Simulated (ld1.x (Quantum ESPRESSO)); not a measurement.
## An all-electron radial function and its pseudo partner (potassium (K))

Columns: radius, all-electron u(r) and pseudo u(r) of the 3p shell (level -19.59 eV) of potassium in the configuration [Ne] 3s2 3p6 4s0.5 4p0.5; LDA (PZ), scalar-relativistic, TM scheme, ld1.x (Quantum ESPRESSO) 7.5.

| r (bohr) | all-electron | pseudo |
| --- | --- | --- |
| 0.095 | 0.2609 | -0.0166 |
| 0.190 | 0.4342 | -0.0651 |
| 0.285 | 0.3743 | -0.1415 |
| 0.380 | 0.1794 | -0.2397 |
| 0.475 | -0.0611 | -0.3516 |
| 0.570 | -0.2937 | -0.4684 |
| 0.665 | -0.4923 | -0.5812 |
| 0.760 | -0.6478 | -0.6820 |
| 0.855 | -0.7599 | -0.7647 |
| 0.950 | -0.8329 | -0.8256 |
| 1.045 | -0.8731 | -0.8635 |
| 1.140 | -0.8869 | -0.8793 |
| 1.235 | -0.8804 | -0.8759 |
| 1.330 | -0.8590 | -0.8568 |
| 1.425 | -0.8269 | -0.8261 |
| 1.520 | -0.7877 | -0.7875 |
| 1.615 | -0.7439 | -0.7439 |
| 1.710 | -0.6978 | -0.6978 |
| 1.805 | -0.6508 | -0.6508 |
| 1.900 | -0.6041 | -0.6041 |
| 1.995 | -0.5585 | -0.5585 |
| 2.090 | -0.5145 | -0.5145 |
| 2.185 | -0.4727 | -0.4727 |
| 2.280 | -0.4331 | -0.4331 |
| 2.375 | -0.3960 | -0.3960 |
| 2.470 | -0.3613 | -0.3613 |

(1) How many radial nodes do the two functions have?

(2) At about which radius was the pseudo-wave matched?

(3) Where does each function peak?

(4) Is the pseudo-wave norm-conserving?

Answers

(1) The all-electron 3p function has n − l − 1 = 1; the pseudo-wave has 0, since the states of the same l below it are removed with the core.

(2) 1.80 bohr. The columns agree to 0.0005 from 1.52 bohr on; several derivatives are matched, so the curves merge somewhat inside the radius.

(3) Outermost all-electron maximum near 1.14 bohr, pseudo maximum near 1.14 bohr (to the table’s step).

(4) Yes: the TM scheme keeps the norm inside the radius equal to the all-electron one, which fixes the energy derivative of the logarithmic derivative at the level.
